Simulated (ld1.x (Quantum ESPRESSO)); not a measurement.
## u(r) = r·R(r): atom against pseudo-atom (gold)

Columns: radius, all-electron u(r) and pseudo u(r) of the 5s shell (level -130.09 eV) of gold in the configuration [Kr] 4d10 4f14 5s2 5p6 5d9 6s0 6p0; Wu–Cohen, scalar-relativistic, PAW scheme, ld1.x (Quantum ESPRESSO) 7.5.

```csv
r (bohr),all-electron,pseudo
0.100,0.2728,0.3553
0.200,0.0629,0.6879
0.300,-0.6644,0.9774
0.400,-0.4815,1.2073
0.500,0.1390,1.3671
0.600,0.7168,1.4524
0.700,1.0814,1.4656
0.800,1.2341,1.4147
0.900,1.2335,1.3127
1.000,1.1403,1.1752
1.100,1.0023,1.0187
1.200,0.8509,0.8586
1.300,0.7045,0.7074
1.400,0.5727,0.5732
1.500,0.4591,0.4591
1.600,0.3641,0.3641
1.700,0.2862,0.2862
1.800,0.2236,0.2236
1.900,0.1736,0.1736
2.000,0.1341,0.1341
2.100,0.1032,0.1032
2.200,0.0792,0.0792
2.300,0.0605,0.0605
2.400,0.0462,0.0462
2.500,0.0351,0.0351
2.600,0.0266,0.0266
```

Task: How many radial nodes do the two functions have?

Result: The all-electron 5s function has n − l − 1 = 4 (the table is too coarse to show those close to the nucleus); the pseudo-wave has 0, since the states of the same l below it are removed with the core.

Task: At about which radius was the pseudo-wave matched?

Result: 1.50 bohr, where the columns begin to agree (steps of 0.10 bohr).

Task: Where does each function peak?

Result: Outermost all-electron maximum near 0.80 bohr, pseudo maximum near 0.70 bohr (to the table’s step).

Task: Is the pseudo-wave norm-conserving?

Result: No, it belongs to a PAW set: the norm inside the radius is not constrained, and the difference is carried by the augmentation charge.
